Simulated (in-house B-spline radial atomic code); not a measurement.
Configurations of the arsenic ion As⁺, with energies counted from [Ar] 3d10 4s2 4p2. Level of theory: scalar-relativistic (X2C) CAM-B3LYP, spin-polarised, spherical fractional occupations, exact exchange averaged over the configuration, Fermi nucleus of rms radius 4.0968 fm; calculated with a B-spline radial code for spherical atoms. Shells without spins written out take the highest spin.

Occupations are held fixed; configurations that lie above the ionisation limit could autoionise.

| configuration | E - E(ref) (eV) | highest orbital | its <r> (bohr) |
| --- | --- | --- | --- |
| [Ar] 3d10 4s1 4p2 5s1 | 18.236 | 5s up | 4.715 |
| [Ar] 3d10 4s1 4p2 4d1 | 19.416 | 4d up | 3.844 |
| [Ar] 3d10 4s1 4p2 4f1 | 23.736 | 4f up | 8.535 |
| [Ar] 3d9 4s2 4p2 4d1 | 52.867 | 4d up | 3.674 |
| [Ar] 3d9 4s2 4p2 5d1 | 56.801 | 5d up | 8.565 |

(1) Order these further configurations by energy, lowest first.
A. [Ar] 3d10 4s2 4p1 5d1
B. [Ar] 3d9 4s2 4p3
C. [Ne] 3s2 3p5 3d10 4s2 4p2 5f1
D. [Ar] 3d10 4s1 4p2 5f1
E. [Ar] 3d10 4s2 4p1 4d1

(2) How far above the reference does [Ne] 3s2 3p5 3d10 4s2 4p2 4d1 lie?

## Answers

(1) E (11.153 eV), A (14.561 eV), D (24.927 eV), B (40.013 eV), C (154.28 eV).

(2) 148.48 eV; its least bound orbital is 4d up with <r> = 3.673 bohr.
